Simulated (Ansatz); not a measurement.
(H2Al-mu-PH2)2 (Al2P2H8), relaxed as a singlet with RKS PBE0-D4/def2-SVP in Ansatz, starting from the GFN2-xTB geometry. Force threshold 0.02 eV/Å.

Start:

```xyz
12

Al   -1.694    0.403    0.437
H    -1.906    1.662    1.306
H    -2.792   -0.547   -0.092
P     0.139   -0.911    1.378
Al    1.697   -0.394   -0.433
H     1.890   -1.664   -1.293
H     2.809    0.547    0.081
P    -0.134    0.926   -1.370
H     0.519   -0.644    2.678
H    -0.102   -2.252    1.602
H     0.104    2.259   -1.639
H    -0.531    0.616   -2.655
```

Q: Estimate the energy that the relaxation releases and the steps that it takes.

A: 17.2 kJ/mol, in 5 steps; 6 s on 4 threads of Arm Neoverse V2 on a shared host. No frequencies were taken in this run, so the end may be a saddle point.

Q: Does the start keep its bonding and symmetry?

A: By distances, no bond broke or formed. The bond that changes most is Al5–H7, from 1.54 to 1.59 Å (atoms count from 1). Point group C2v at the start, D2h at the end, both within 0.05 Å.

Q: Predict the relaxed structure.

A: 
```xyz
12

Al   -1.719    0.408    0.444
H    -1.950    1.705    1.337
H    -2.862   -0.559   -0.093
P     0.134   -0.916    1.362
Al    1.720   -0.405   -0.442
H     1.954   -1.700   -1.336
H     2.862    0.563    0.097
P    -0.134    0.915   -1.362
H     0.554   -0.551    2.664
H    -0.142   -2.292    1.551
H     0.138    2.290   -1.561
H    -0.556    0.541   -2.661
```
Bond lengths (bridged metal pairs left out): 4 × Al–P 2.46 Å; 4 × Al–H 1.59 Å; 4 × H–P 1.42 Å.
